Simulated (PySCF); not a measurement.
Geometry (Å), atoms numbered from 1 in this order:
```xyz
21

B    -1.780   -0.398    0.115
C    -0.905   -0.531   -1.167
C    -0.210    0.768   -1.597
C     0.738    1.311   -0.563
C     1.773    0.645   -0.037
C     2.192   -0.753   -0.401
C     1.121   -1.834   -0.243
C    -0.021   -1.778   -1.253
H    -2.264    0.670    0.418
H    -2.083   -1.375    0.765
H    -1.755   -0.699   -1.880
H    -0.973    1.528   -1.821
H     0.339    0.598   -2.544
H     0.563    2.337   -0.218
H     2.383    1.164    0.711
H     2.546   -0.763   -1.451
H     3.066   -1.032    0.207
H     1.611   -2.817   -0.333
H     0.708   -1.788    0.780
H     0.403   -1.862   -2.271
H    -0.654   -2.670   -1.111
```

Geometry: PBE0-D3(BJ)/def2-SVP; GIAO shifts from PySCF 2.14.0 with density-fitted response routines, gas phase, non-relativistic, averaged over equivalent atoms.

At PBE0/pcSseg-1 (201 basis functions, 68 s wall time on 1 thread of an Arm Neoverse N1, shared host):
```json
{"atoms": "B1", "δ (ppm)": "89.8"}
{"atoms": "C4", "δ (ppm)": "147.1"}
{"atoms": "C5", "δ (ppm)": "143.3"}
{"atoms": "C2", "δ (ppm)": "51.5"}
{"atoms": "C8", "δ (ppm)": "41.4"}
{"atoms": "C3", "δ (ppm)": "36.0"}
{"atoms": "C7", "δ (ppm)": "32.0"}
{"atoms": "C6", "δ (ppm)": "31.9"}
{"atoms": "H9/H10", "δ (ppm)": "7.69"}
{"atoms": "H14", "δ (ppm)": "6.49"}
{"atoms": "H15", "δ (ppm)": "6.00"}
{"atoms": "H12", "δ (ppm)": "2.66"}
{"atoms": "H21", "δ (ppm)": "2.63"}
{"atoms": "H13", "δ (ppm)": "2.29"}
{"atoms": "H16", "δ (ppm)": "2.18"}
{"atoms": "H17", "δ (ppm)": "2.10"}
{"atoms": "H20", "δ (ppm)": "1.75"}
{"atoms": "H18", "δ (ppm)": "1.71"}
{"atoms": "H19", "δ (ppm)": "0.96"}
{"atoms": "H11", "δ (ppm)": "0.84"}
```

Shifts are taken against calculated references (same method and geometry level): ¹¹B (100.73 ppm) against BF3·OEt2; ¹³C (184.41 ppm) and ¹H (31.27 ppm) against TMS.

Estimate the result of repeating the calculation with CAM-B3LYP/pcSseg-1.

Answers


```csv
atoms,δ at CAM-B3LYP/pcSseg-1,change
B1,93.7,+3.9
C4,149.6,+2.5
C5,146.0,+2.7
C2,51.7,+0.2
C8,41.3,-0.1
C3,35.6,-0.4
C7,31.8,-0.2
C6,31.6,-0.3
H9/H10,7.59,-0.10
H14,6.37,-0.12
H15,5.91,-0.09
H12,2.57,-0.09
H21,2.53,-0.10
H13,2.24,-0.05
H16,2.12,-0.06
H17,2.03,-0.07
H20,1.71,-0.04
H18,1.66,-0.05
H19,0.95,-0.01
H11,0.70,-0.14
```

Shifts are taken against calculated references (same method and geometry level): BF3·OEt2 for ¹¹B (σ = 99.35 ppm); TMS for ¹³C (σ = 182.45 ppm), ¹H (σ = 31.33 ppm).

The largest change is at B1 (boron bonded to C, 2 H). Cost: 201 basis functions, 84 s wall time on 1 thread of an Arm Neoverse N1, shared host. The order of the carbon signals is the same at both levels.

A carbon bonded to boron is broadened by the quadrupolar boron nucleus and is often missing from a measured spectrum.
